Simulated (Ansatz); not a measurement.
Geometry optimisation, RKS PBE-D4/def2-SVP (Ansatz 0.2.0).

Input file:

```yaml
crystal:
  periodic: [false, false, false]
  atoms:
    - { symbol: "N", position_ang: [-1.7069, 0.6932, 0.1381] }
    - { symbol: Si, position_ang: [0.0001, 0.4141, 0.0826] }
    - { symbol: "N", position_ang: [0.3702, -0.8775, 1.236] }
    - { symbol: Sb, position_ang: [0.739, -0.3033, -2.2378] }
    - { symbol: H, position_ang: [-1.9318, 1.5137, -0.5593] }
    - { symbol: H, position_ang: [-1.9718, 1.1176, 1.0798] }
    - { symbol: H, position_ang: [0.7635, 1.6436, 0.4427] }
    - { symbol: H, position_ang: [1.4767, -0.9942, 1.202] }
    - { symbol: H, position_ang: [0.1885, -0.489, 2.2427] }
    - { symbol: H, position_ang: [2.2283, -0.8845, -1.6318] }
    - { symbol: H, position_ang: [-0.0903, -1.8906, -1.9743] }
basis:
  gaussian: { orbitals: def2-SVP }
hamiltonian:
  xc: pbe
  dispersion: d4
relax:
  f_tol: 0.015
  max_steps: 40
```

Command:

```bash
$ ansatz run input.yaml --threads 2 --pin off --max-ram 3072MiB --backend cpu --events-out ev --progress --plain --runs-dir out
```

Question: Where does it end, and by what steps?

Answer: It converged. After 26 steps the energy has fallen by 0.695 eV; H6 moved furthest, 1.16 Å.

```
step  energy less start (eV)  largest force component (eV/Å)  accepted
   0                  0.0000                           2.553       yes
   1                 -0.2454                           1.280       yes
   2                 -0.4631                           0.577       yes
   3                 -0.5032                           0.118       yes
   4                 -0.5306                           0.268       yes
   5                 -0.4929                           1.204        no
   6                 -0.5455                           0.164       yes
   7                 -0.5592                           0.129       yes
   8                 -0.5620                           0.434       yes
   9                 -0.5718                           0.128       yes
  10                 -0.5790                           0.123       yes
  11                 -0.5820                           0.044       yes
  12                 -0.5820                           0.176        no
  13                 -0.5834                           0.042       yes
  14                 -0.5835                           0.256       yes
  15                 -0.6148                           0.236       yes
  16                 -0.4951                           2.313        no
  17                 -0.6417                           0.381       yes
  18                 -0.6627                           0.540       yes
  19                 -0.6890                           0.137       yes
  20                 -0.6790                           0.165        no
  21                 -0.6944                           0.138       yes
  22                 -0.6931                           0.094        no
  23                 -0.6951                           0.079       yes
  24                 -0.6953                           0.046       yes
  25                 -0.6955                           0.015       yes
  26                 -0.6955                           0.006       yes
```

```xyz
11
Properties=species:S:1:pos:R:3
N -1.581 1.032 0.378
Si 0.074 0.565 0.099
N 0.445 -0.654 1.282
Sb 0.668 -0.483 -2.239
H -1.905 1.934 0.021
H -2.316 0.325 0.303
H 0.818 1.884 0.158
H 1.211 -1.307 1.105
H 0.367 -0.426 2.277
H 2.247 -0.916 -1.655
H 0.037 -2.011 -1.709
```

Whether the end is a true minimum wasn't checked by a vibrational analysis.

Run time: 60 s on 2 threads of Arm Neoverse V1, on a shared host, peak memory 0.15 GiB.
